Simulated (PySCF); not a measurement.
Computed IR spectrum (relative IR intensity) of a molecule C4H10N2. Geometry: B3LYP-D3(BJ)/def2-SVP. Other conformers were not sampled. Level of theory: PySCF with B3LYP-D3(BJ)/def2-SVP. Frequencies are harmonic and unscaled.

ν (cm⁻¹): 203 (vw), 304 (m), 330 (w), 397 (w), 500 (vw), 614 (w), 831 (vs), 891 (m), 1031 (m), 1044 (vw), 1120 (w), 1179 (w), 1377 (w), 1381 (w), 1410 (vw), 1412 (vw), 1452 (vw), 1484 (w), 1640 (w), 1766 (m), 2989 (m), 3036 (m), 3052 (m), 3069 (vw), 3072 (m), 3086 (w), 3092 (m) (against the strongest line: vs over 80 %, s over 45 %, m over 15 %, w over 4 %, vw less)

Which molecule gave these data?
A. C/N=C\CCN
B. C/N=C/[C@H](C)N
C. CC1(N)CNC1
D. CN1CC(N)C1

A, C/N=C\CCN
